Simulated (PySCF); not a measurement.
C3H7O (SMILES [CH2-]OCC), charge -1, singlet, at a GFN2-xTB geometry (in this run its highest filled SCF level lies above zero, so its values depend strongly on the basis, on diffuse functions most of all). Base run: CAMB3LYP/def2-SV(P) run with PySCF.

Here is a job for PySCF.
```python
from pyscf import gto, scf, dft

mol = gto.Mole()
mol.atom = '''
    O     0.03611404   -0.77593725    0.00088671
    C     0.02606095    0.60066436   -0.00046830
    C     1.38198523   -1.38415851    0.00690185
    C    -1.40696629    1.14758787   -0.00677684
    H     0.56020300    1.00696541    0.89188748
    H     0.56739495    1.00526473   -0.88925576
    H     1.92930273   -0.90586634   -0.88026457
    H     1.92212424   -0.90416885    0.89754425
    H    -1.93120833    0.78992516   -0.89091279
    H    -1.93833386    0.79161013    0.87377814
    H    -1.40487439    2.23920543   -0.00781069
'''
mol.basis = 'def2-sv(p)'
mol.charge = -1
mol.verbose = 4
mol.build()

mf = dft.RKS(mol)
mf.xc = 'camb3lyp'
mf.kernel()
mf.analyze()
```

Each row names what was changed in the base input (with any setting that the change needs).

| change | ΔE vs base (µEh) | SCF cycles | outcome |
|---|---|---|---|
| base | 0.0 | 11 | converged |
| DIIS = EDIIS | - | 50 | not converged |
| solver = newton | 0.0 | - | converged |
| level_shift = 0.5 (with mf.max_cycle = 100) | 0.0 | 22 | converged |
| conv_tol = 1e-7 | 0.0 | 9 | converged |
| conv_tol_grad = 1e-7 | 0.0 | 15 | converged |
| level_shift = 1.0 (with mf.max_cycle = 100) | 0.0 | 36 | converged |
| conv_tol = 1e-4 | 1.1 | 6 | converged |
| diis = off; damp = 0.6 (with mf.diis_start_cycle = 200; with mf.max_cycle = 150) | 0.0 | 25 | converged |
| DIIS = ADIIS | 0.0 | 14 | converged |
| init_guess = vsap | 0.0 | 12 | converged |
| diis_space = 4 | 0.0 | 13 | converged |
| level_shift = 0.1 (with mf.max_cycle = 100) | 0.0 | 12 | converged |
